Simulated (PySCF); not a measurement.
Ti(O)2 anion (O₂Ti), SMILES [O]=[Ti]=[O] (connectivity only; charge and spin as stated), charge -1, multiplicity 2.

Geometry: r2SCAN-D4/def2-TZVPD. The spin state was assumed, not searched. The isomer is the one that the SMILES or the coordinates give; other isomers of the formula were not compared.

Two levels are set side by side: PBE/def2-TZVPD (PySCF) and M06-2X/def2-TZVPD (PySCF). Same geometry, gas phase. Differences are taken from unrounded values.

| quantity | M06-2X | PBE | PBE minus M06-2X |
|---|---|---|---|
| α-spin orbital gap (eV) | 4.14 | 1.07 | -3.07 |
| β-spin orbital gap (eV) | 2.18 | 2.47 | 0.29 |
| mean polarisability (bohr³) | 108.1 | 150.9 | 42.8 |

Loosely held outer electrons make PBE densities more polarisable. Differences between two approximate levels are no errors against the true value.

Rough cost on one machine, each run with all the roots and properties that it gave: M06-2X against PBE within a factor of 2.
